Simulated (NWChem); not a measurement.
# CBr$_{3}$Cl; SMILES BrC(Cl)(Br)Br

Program: NWChem. Medium grid unless said otherwise, to which SCAN and Minnesota functionals are sensitive. Geometry: optimised at PBE0/def2-SVP.

### Question
Order these by “highest occupied level (eV)”, lowest first: B3LYP/def2-TZVPD; M06-2X/def2-TZVPD; Hartree-Fock/def2-TZVPD; r2SCAN/def2-TZVPD; BLYP/def2-TZVPD.

### Answer
Hartree-Fock/def2-TZVPD (-11.26), M06-2X/def2-TZVPD (-9.51), B3LYP/def2-TZVPD (-8.01), r2SCAN/def2-TZVPD (-7.32), BLYP/def2-TZVPD (-6.81)
